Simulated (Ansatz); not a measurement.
A set of 12 reactions (ligand exchange), with CCSD(T)/CBS values in kJ/mol:

| reaction | ΔE |
| --- | --- |
| `BO[SiH2][GeH3]` + `OB1CO1` → `BOB1CO1` + `O[SiH2][GeH3]` | 22.8 |
| `C[CH]([AlH2])CO` + `[SiH3]N[SiH3]` → `[AlH2][N]([SiH3])[SiH3]` + `CCCO` | -130.1 |
| `N=C[SiH2][SeH]` + HCl → `Cl[SiH2][SeH]` + `C=N` | -99.6 |
| `C=[C](F)[InH2]` + `C[SeH]` → `C[Se][InH2]` + `C=CF` | -133.1 |
| `[O]=[Mo]([OH])(=[S])[Cl]` + HCl → `[O]=[Mo](=[S])([Cl])[Cl]` + H₂O | -36.5 |
| `C[SiH](N)O` + `N[SiH](O)O` → `N[Si@H](O)O[Si@@H](N)O` + CH₄ | -143.2 |
| `F[SiH2]N[Si](F)(Cl)Cl` + `O[SiH](O)O` → `O[SiH](O)O[SiH2]F` + `N[Si](F)(Cl)Cl` | -55.4 |
| `[Cl][Cd][Br]` + CH₃SH → `C[S][Cd][Cl]` + HBr | 62.3 |
| `BNB` + `N[SiH3]` → `BN[SiH3]` + `BN` | -38.4 |
| `[SiH3][SiH2][SiH]1[CH2][AlH]1` + `CBO` → `CBO[SiH2][SiH3]` + `[CH2]1[AlH][SiH2]1` | -47.4 |
| `OB(O)SC(F)(F)F` + `CC(C)[TeH]` → `CC(C)[Te]B(O)O` + `FC(F)(F)S` | 15.1 |
| `CS[SiH](C)S` + HCl → `C[SiH](S)Cl` + CH₃SH | -34.4 |

Program: Ansatz. Geometries: PBE0-D4/def2-TZVP. ΔE: electronic, gas phase. CBS: MP2 limit from def2 TZ/QZ plus the TZ coupled-cluster correction, frozen cores. This one scheme is used for every species. DFT in def2-TZVPP. B3LYP here is the variant with VWN-RPA as its local correlation; programs differ in this. Elements past krypton have def2 core potentials. For Br, Cd, Ge, In, Mo, Se, Te outer-core shells are correlated without core-valence functions, which leaves a few kJ/mol of doubt a bond. Scalar relativity is left out up to krypton. One conformer a species, not always the lowest.

Question: Give the mean, mean absolute and largest difference (level minus CCSD(T)/CBS, kJ/mol) for: r2SCAN-D4, PBE0-D4, B3LYP-D4, ωB97M-V, r2SCAN, PBE0, B3LYP, HF/def2-TZVPP, MP2/def2-TZVPP, SCS-MP2/def2-TZVPP, HF/def2-QZVPP, SCS-MP2/def2-QZVPP, HF/CBS(def2), CCSD/CBS(def2). (Best estimate.)

Answer: The calculation gave: 
| level | mean | mean absolute | largest |
| --- | --- | --- | --- |
| r2SCAN-D4 | 1.4 | 3.1 | 10.1 |
| PBE0-D4 | 3.6 | 4.6 | 16.0 |
| B3LYP-D4 | 0.4 | 3.3 | 8.2 |
| ωB97M-V | 2.0 | 3.8 | 11.7 |
| r2SCAN | 1.4 | 3.3 | 10.5 |
| PBE0 | 3.7 | 4.7 | 15.5 |
| B3LYP | 0.5 | 4.5 | 11.6 |
| HF/def2-TZVPP | -3.6 | 13.8 | -29.9 |
| MP2/def2-TZVPP | -2.1 | 3.3 | -15.6 |
| SCS-MP2/def2-TZVPP | -2.0 | 3.2 | -8.9 |
| HF/def2-QZVPP | -4.3 | 14.3 | -32.3 |
| SCS-MP2/def2-QZVPP | -2.9 | 3.6 | -11.2 |
| HF/CBS(def2) | -4.4 | 14.4 | -32.6 |
| CCSD/CBS(def2) | -0.5 | 2.3 | -5.2 |

The largest T1 diagnostic in the set is 0.024, for `[O]=[Mo]([OH])(=[S])[Cl]` (customary mark 0.02).

CCSD(T)/CBS is a level of theory with its own doubt, and the functionals carry their triple-zeta basis error, so these figures describe this set and don't rank the functionals.
